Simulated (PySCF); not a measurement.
C4H7FSi, SMILES F[C@]1([SiH3])C=CC1. Atoms are numbered in the order given.

```xyz
13

F      0.8673    -1.3656    -0.5689
C      0.0810    -0.3185    -0.1138
Si     1.2533     1.0543     0.5113
C     -1.0478    -0.6941     0.8083
C     -1.9855    -0.1729     0.0004
C     -1.0228     0.1484    -1.1142
H      0.4425     2.2483     0.8982
H      2.2071     1.4255    -0.5757
H      2.0178     0.5601     1.6946
H     -1.0592    -1.1514     1.8006
H     -3.0567     0.0135     0.1165
H     -1.0716    -0.5329    -1.9773
H     -0.9811     1.1897    -1.4790
```

The structure is a stationary point at PBE0-D3(BJ)/def2-SVP. The structure was generated by enumeration; whether it is a known compound was not checked.

All values below come from PySCF with PBE/pcSseg-1.

GIAO shieldings, no solvent; atoms listed in one row are averaged. δ = σ(ref) − σ: ¹⁹F against CFCl3 (σ = 133.6 ppm); ¹³C against TMS (σ = 182.0 ppm); ²⁹Si against TMS (σ = 335.4 ppm); ¹H against TMS (σ = 31.49 ppm), references at their B3LYP-D3(BJ)/def2-TZVP geometries, non-relativistic.

Q: Estimate the chemical shifts. (An estimate is asked for; the answer gives what the named calculation found.)

A: 
```json
[
 {"nucleus": "¹⁹F", "atoms": "F1", "count": "1", "δ (ppm)": "-200.2"},
 {"nucleus": "¹³C", "atoms": "C4", "count": "1", "δ (ppm)": "151.1"},
 {"nucleus": "¹³C", "atoms": "C5", "count": "1", "δ (ppm)": "145.6"},
 {"nucleus": "¹³C", "atoms": "C2", "count": "1", "δ (ppm)": "95.8"},
 {"nucleus": "¹³C", "atoms": "C6", "count": "1", "δ (ppm)": "50.1"},
 {"nucleus": "²⁹Si", "atoms": "Si3", "count": "1", "δ (ppm)": "-63.1"},
 {"nucleus": "¹H", "atoms": "H10", "count": "1", "δ (ppm)": "6.77"},
 {"nucleus": "¹H", "atoms": "H11", "count": "1", "δ (ppm)": "6.64"},
 {"nucleus": "¹H", "atoms": "H7, H8, H9", "count": "3", "δ (ppm)": "4.38"},
 {"nucleus": "¹H", "atoms": "H12", "count": "1", "δ (ppm)": "3.33"},
 {"nucleus": "¹H", "atoms": "H13", "count": "1", "δ (ppm)": "3.21"}
]
```
